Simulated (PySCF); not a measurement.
**Ionisation energy along the 15-electron series**

Calculated with PySCF 2.14 and a two-component X2C-1e Hamiltonian (Gaussian nucleus, no Breit or QED terms), each ion in its own even-tempered basis scaled to its charge; GMP2 freezes 1s2 and drops the highest virtual spinors. Values in eV. NIST values: (m) measured, (s) semi-empirical, (t) theoretical.

```csv
ion,configuration,GHF (spin-free),GMP2 (spin-free),GHF (screened spin-orbit),GMP2 (screened spin-orbit),NIST
Co(12+),[Ne] 3s2 3p3,375.84,376.30,374.66,375.07,378.5 ± 0.7 (s)
Cu(14+),[Ne] 3s2 3p3,480.39,480.83,472.11,472.52,483.1 ± 0.9 (s)
```

(1) Fill in the row of Ni(13+).

Answers

(1) configuration: [Ne] 3s2 3p3; GHF (spin-free): 426.57; GMP2 (spin-free): 427.03; GHF (screened spin-orbit): 425.11; GMP2 (screened spin-orbit): 425.49; NIST: 429.3 ± 0.8 (s).
